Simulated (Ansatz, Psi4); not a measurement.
Species: H5BSiO3 (charge 0, singlet). SMILES: OB(O)O[SiH3]
Geometry from a B3LYP-D3(BJ)/def2-TZVP (Ansatz, a quantum-chemistry and plane-wave program) optimisation:
```
O
B 1 1.3589
O 2 1.3705 1 117.23
H 3 0.9598 2 115.93 1 180.00
O 2 1.3784 1 117.91 3 180.00
H 5 0.9599 2 116.65 1 -180.00
Si 1 1.6507 2 132.96 3 180.00
H 7 1.4772 1 106.69 2 -180.00
H 7 1.4802 8 109.65 1 -119.88
H 7 1.4802 8 109.65 9 -120.25
```

Wanted: atomisation energy, in kcal/mol. Set-up: spin-orbit terms left out; six Cartesian d functions in 6-31G* and its kin unless marked 5d; non-relativistic; no dispersion term unless named; frozen cores in correlated levels; atomisation electronic, to ground-state atoms; open shells spin-unrestricted. CBS marks a two-point X^-3 extrapolation of the correlation energy; Hartree-Fock from the larger set. Ab initio and DFT rows: single points at B3LYP-D3(BJ) geometries (Ansatz).

| species | coefficient | E at wB97X-D/6-31G* (Psi4), Eh | E at wB97M-V/def2-TZVPD (Ansatz), Eh |
|---|---|---|---|
| OB(O)O[SiH3] | -1 | -543.09586 | -543.23876 |
| B atom | +1 | -24.64204 | -24.64968 |
| H atom | +5 | -0.50061 | -0.49411 |
| O atom | +3 | -75.03624 | -75.07806 |
| Si atom | +1 | -289.34133 | -289.35271 |

Coupled cluster (Ansatz) is a level with limits of its own, used here on species with T1 under 0.025 (0.045 for open shells) and stable references: CCSD(T)/CBS(aug-cc-pV(T+d)Z,aug-cc-pV(Q+d)Z). Value to compare with, CCSD(T)/CBS(aug-cc-pV(T+d)Z,aug-cc-pV(Q+d)Z) (Ansatz): 963.1 kcal/mol. 1 Eh = 627.5095 kcal/mol.

Problem. Compute it at each level from the table, and compare with CCSD(T)/CBS(aug-cc-pV(T+d)Z,aug-cc-pV(Q+d)Z) (Ansatz).

Solution. 
- wB97X-D/6-31G*: the sum of coefficient times E is 1.50072 Eh, or 941.72 kcal/mol. Result: 941.7 kcal/mol. Its difference against CCSD(T)/CBS(aug-cc-pV(T+d)Z,aug-cc-pV(Q+d)Z) (Ansatz) is -21.4 kcal/mol.
- wB97M-V/def2-TZVPD: the sum of coefficient times E is 1.53164 Eh, or 961.12 kcal/mol. Result: 961.1 kcal/mol. Its difference against CCSD(T)/CBS(aug-cc-pV(T+d)Z,aug-cc-pV(Q+d)Z) (Ansatz) is -2.0 kcal/mol.
